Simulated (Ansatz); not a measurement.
Harmonic frequencies (cm⁻¹) at PBE0-D4/def2-TZVP from Ansatz: 202, 206, 328, 491, 567, 624, 646, 794, 852, 1179, 1356, 2738.

Task: Which molecule is it?
A. `FC1(F)B[Te]1`
B. `F[CH2][InH][I]`
C. `[Br][Al]1[CH2][CH2]1`
D. `N=[C]1[O][GeH2]1`

Result: A.
